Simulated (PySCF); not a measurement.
# Electron correlation in C⁺ (carbon, charge +1)

[He] 2s1 2p1 3d1, one real determinant (an excited configuration). Calculation: PySCF 2.14, in x2c-QZVPPall with one added diffuse shell each of s, p, d, f type (8s5p4d3f1g, 73 functions); the spin-free X2C one-electron Hamiltonian (Gaussian nucleus). Frozen: 1s2; 3 electrons correlated.

```
  level  correlation energy (mhartree)
   CCSD                         -13.13
    (T)                          -0.47
CCSD(T)                         -13.60
```

Diagnostics: T1 = 0.010, D1 = 0.0242, largest double amplitude 0.135.

The real determinant used has ⟨L²⟩ near 8 against 12 for a pure F term, so it mixes terms. The outer electron is Rydberg-like, and this basis confines it to a smaller radius and binds it less than a complete one would.

Cost of the coupled-cluster step: of the order of 5 core-seconds, for 3 correlated electrons.

The reference is one real determinant that mixes LS terms of this configuration.
